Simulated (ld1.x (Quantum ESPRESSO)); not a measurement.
# What one change does to a pseudopotential (phosphorus, TM)

```json
{"Element": "phosphorus", "Generator": "ld1.x (Quantum ESPRESSO) 7.5", "Type": "norm-conserving Troullier–Martins (Kleinman–Bylander form)", "Functional": "PW91", "Relativity": "scalar-relativistic", "Frozen core": "[Ne]", "Valence charge": "5", "Reference configuration": "3s1.75 3p3.25", "Partial waves": "3s (bound): rc 1.20 bohr; 3p (bound): rc 1.60 bohr", "Local potential": "the p channel", "Core correction": "Bessel-smoothed model core inside 0.80 bohr"}
```

Change: local potential the s channel.

Cutoffs: the cutoffs (Ry, on a coarse ladder) from which the occupation-weighted sum of valence levels, in a spherical-Bessel basis at the reference potential, stays within 10 and 1 mRy of its value at 400 Ry; they do not see the model core or the augmentation charge, which bear on the density cutoff. Errors are all-electron minus pseudo energies relative to the spin-unpolarised reference configuration.

Problem. How do hardness, ghosts and transferability respond?

Solution. The potential gets neither clearly harder nor softer (45 Ry and 100 Ry → 45 Ry and 100 Ry); of the 7 tests that both files solve, the error grows in 4 and shrinks in 0 by more than 15 % and 0.3 meV (median size 1.7 → 2.6 meV); neither file shows a bound ghost.

```tsv
quantity	base	changed
cutoff, loose	45 Ry	45 Ry
cutoff, tight	100 Ry	100 Ry
bound ghosts	none	none
error for 3s2 3p3, meV [ΔE -2.12 eV]	-0.1	-0.1
error for 3s2 3p2, meV [ΔE 7.65 eV]	+1.7	+2.6
error for 3s2 3p1, meV [ΔE 26.86 eV]	+18	+23
error for 3s2 3p0, meV [ΔE 56.68 eV]	+65	+77
error for 3s2 3p2.5, meV [ΔE 1.67 eV]	-0.1	0.0
error for 3s2 3p3.3, meV [ΔE -3.44 eV]	+0.3	+0.4
error for 3s1 3p0, meV [ΔE 108.78 eV]	+142	+165
s: phases at 1.75 bohr within 0.05 rad from the reference energy up to (Ry; the scan ends near 5)	4.6	3.6
p: phases at 1.75 bohr within 0.05 rad from the reference energy up to (Ry; the scan ends near 5)	to the end of the scan	4.4
```
